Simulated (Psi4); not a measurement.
H$_{8}$LiO$_{4}$, charge +2, quartet, geometry from GFN2-xTB of the parent state (such geometries of metal compounds can be far from the true shape) (a state made from the parent by changing its charge; the spin is typed, not shown lowest); M06-2X/6-31G* run with Psi4.

Psi4 was given this input:
```
memory 2 GB

molecule mol {
2 4
  Li   -0.000000   -0.000000    0.000000
  O     1.564741   -0.337639   -0.978859
  H     1.817439    0.064813   -1.812666
  H     2.295876   -0.912095   -0.741082
  O     0.452575    0.320102    1.792566
  H     1.152566    0.882117    2.132048
  H     0.050019   -0.081047    2.565925
  O    -0.874468    1.501844   -0.707354
  H    -1.377065    1.561049   -1.522822
  H    -0.943360    2.368963   -0.301872
  O    -1.142848   -1.484307   -0.106352
  H    -2.071378   -1.531070    0.131856
  H    -0.924098   -2.352729   -0.451387
}

set basis 6-31g*
set reference uks

energy('m06-2x')
print_variables()
```

Task: What does Psi4 print? Leave out banner, timings and long lists.

Result: 
```
   => Loading Basis Set <=

    Name: 6-31G*
    Role: ORBITAL
    Keyword: BASIS

         ---------------------------------------------------------
                                   SCF
               by Justin Turney, Rob Parrish, Andy Simmonett
                          and Daniel G. A. Smith
                              UKS Reference
         ---------------------------------------------------------

  ==> Geometry <==

    Molecular point group: c1
    Full point group: C1

    Geometry (in Angstrom), charge = 2, multiplicity = 4:

       Center              X                  Y                   Z               Mass
    ------------   -----------------  -----------------  -----------------  -----------------
         LI           0.000000012748    -0.000000012748    -0.000000202318     7.016003436600
         O            1.564741012748    -0.337639012748    -0.978859202318    15.994914619570
         H            1.817439012748     0.064812987252    -1.812666202318     1.007825032230
         H            2.295876012748    -0.912095012748    -0.741082202318     1.007825032230
         O            0.452575012748     0.320101987252     1.792565797682    15.994914619570
         H            1.152566012748     0.882116987252     2.132047797682     1.007825032230
         H            0.050019012748    -0.081047012748     2.565924797682     1.007825032230
         O           -0.874467987252     1.501843987252    -0.707354202318    15.994914619570
         H           -1.377064987252     1.561048987252    -1.522822202318     1.007825032230
         H           -0.943359987252     2.368962987252    -0.301872202318     1.007825032230
         O           -1.142847987252    -1.484307012748    -0.106352202318    15.994914619570
         H           -2.071377987252    -1.531070012748     0.131855797682     1.007825032230
         H           -0.924097987252    -2.352729012748    -0.451387202318     1.007825032230

  Running in c1 symmetry.

  Rotational constants: A =      0.09116  B =      0.09055  C =      0.09055 [cm^-1]
  Rotational constants: A =   2732.80173  B =   2714.52948  C =   2714.52886 [MHz]
  Nuclear repulsion =  166.283867170872043

  Charge       = 2
  Multiplicity = 4
  Electrons    = 41
  Nalpha       = 22
  Nbeta        = 19

  ==> Algorithm <==

  SCF Algorithm Type is DF.
  DIIS enabled.
  MOM disabled.
  Fractional occupation disabled.
  Guess Type is SAD.
  Energy threshold   = 1.00e-06
  Density threshold  = 1.00e-06
  Integral threshold = 1.00e-12

  ==> Primary Basis <==

  Basis Set: 6-31G*
    Blend: 6-31G*
    Number of shells: 46
    Number of basis functions: 91
    Number of Cartesian functions: 91
    Spherical Harmonics?: false
    Max angular momentum: 2

  ==> DFT Potential <==

   => LibXC <=

    Version 7.1.2
    S. Lehtola, C. Steigemann, M. J. T. Oliveira, and M. A. L. Marques,  SoftwareX 7, 1–5 (2018) (10.1016/j.softx.2017.11.002)

   => Composite Functional: M06-2X <=

    Hybrid M06-2X Meta-GGA XC Functional  (10.1007/s00214-007-0310-x)
    Y. Zhao and D. G. Truhlar,  Theor. Chem. Acc., 120, 215, 2008

    Deriv               =              1
    GGA                 =           TRUE
    Meta                =           TRUE

    Exchange Hybrid     =           TRUE
    MP2 Hybrid          =          FALSE

   => Exchange Functionals <=

    1.0000   XC_HYB_MGGA_X_M06_2X

   => Exact (HF) Exchange <=

    0.5400               HF

   => Correlation Functionals <=

    1.0000   XC_MGGA_C_M06_2X

   => LibXC Density Thresholds  <==

    XC_MGGA_C_M06_2X:  1.00E-12
    XC_HYB_MGGA_X_M06_2X:  1.00E-15

   => Molecular Quadrature <=

    Radial Scheme          =       TREUTLER
    Pruning Scheme         =           NONE
    Nuclear Scheme         =       TREUTLER

    Blocking Scheme        =         OCTREE
    BS radius alpha        =              1
    Pruning alpha          =              1
    Radial Points          =             75
    Spherical Points       =            302
[...]

  ==> Pre-Iterations <==

  SCF Guess: Superposition of Atomic Densities via on-the-fly atomic UHF (no occupation information).

   -------------------------
    Irrep   Nso     Nmo
   -------------------------
     A         91      91
   -------------------------
    Total      91      91
   -------------------------

  ==> Iterations <==

                           Total Energy        Delta E     RMS |[F,P]|

   @DF-UKS iter SAD:  -311.86428974230591   -3.11864e+02   0.00000e+00
   @DF-UKS iter   1:  -311.88469006188916   -2.04003e-02   6.33191e-03 DIIS/ADIIS
   @DF-UKS iter   2:  -311.93251416093636   -4.78241e-02   5.61732e-03 DIIS/ADIIS
   @DF-UKS iter   3:  -312.02387038860468   -9.13562e-02   4.51337e-04 DIIS/ADIIS
   @DF-UKS iter   4:  -312.02496184500831   -1.09146e-03   1.18167e-04 DIIS/ADIIS
   @DF-UKS iter   5:  -312.02507719726134   -1.15352e-04   3.71811e-05 DIIS
   @DF-UKS iter   6:  -312.02506076540112    1.64319e-05   9.59922e-05 DIIS
   @DF-UKS iter   7:  -312.02509660102521   -3.58356e-05   9.37950e-06 DIIS
   @DF-UKS iter   8:  -312.02509867259192   -2.07157e-06   3.34732e-06 DIIS
   @DF-UKS iter   9:  -312.02509921373775   -5.41146e-07   1.34916e-06 DIIS
   @DF-UKS iter  10:  -312.02509931632397   -1.02586e-07   4.86061e-07 DIIS
  Energy and wave function converged.

  ==> Post-Iterations <==

   Electrons on quadrature grid:
      Nalpha   =   21.9999258366 ; deviation = -7.416e-05
      Nbeta    =   18.9999770343 ; deviation = -2.297e-05
      Ntotal   =   40.9999028709 ; deviation = -9.713e-05

   @Spin Contamination Metric:   1.544735843E-02
   @S^2 Expected:                3.750000000E+00
   @S^2 Observed:                3.765447358E+00
   @S   Expected:                1.500000000E+00
   @S   Observed:                1.500000000E+00

    Orbital Energies [Eh]
    ---------------------

    Alpha Occupied:

[...]
      22A     -0.409306

    Alpha Virtual:

[...]
    Beta Occupied:

[...]
      19A     -0.740365

    Beta Virtual:

[...]
    Final Occupation by Irrep:
              A
    DOCC [    19 ]
    SOCC [     3 ]
    NA   [    22 ]
    NB   [    19 ]

  @DF-UKS Final Energy:  -312.02509931632397

   => Energetics <=

    Nuclear Repulsion Energy =            166.2838671708720426
    One-Electron Energy =                -740.8781140273820256
    Two-Electron Energy =                 281.0096630577510268
    DFT Exchange-Correlation Energy =     -18.4405155175650641
    Empirical Dispersion Energy =           0.0000000000000000
    VV10 Nonlocal Energy =                  0.0000000000000000
    Total Energy =                       -312.0250993163239741

  UHF NO Occupations:
  HONO-2 :   20  A 1.0000000
  HONO-1 :   21  A 1.0000000
  HONO-0 :   22  A 1.0000000
  LUNO+0 :   23  A 0.0039962
  LUNO+1 :   24  A 0.0019092
  LUNO+2 :   25  A 0.0001858
  LUNO+3 :   26  A 0.0001858

Computation Completed

Properties will be evaluated at   0.000000,   0.000000,   0.000000 [a0]

Properties computed using the SCF density matrix

 Multipole Moments:

 ------------------------------------------------------------------------------------
     Multipole            Electronic (a.u.)      Nuclear  (a.u.)        Total (a.u.)
 ------------------------------------------------------------------------------------

 L = 1.  Multiply by 2.5417464519 to convert [e a0] to [Debye]
 Dipole X            :          0.0001390           -0.0000009            0.0001381
 Dipole Y            :          0.0003491            0.0000009            0.0003500
 Dipole Z            :         -0.0003204           -0.0000013           -0.0003218
 Magnitude           :                                                    0.0004951

 ------------------------------------------------------------------------------------

  Variable Map:
  ----------------------------------------------------------------------------
[...]
  Array Variable Map:
  ----------------------------------------------------------------------------
[...]
[...]
```
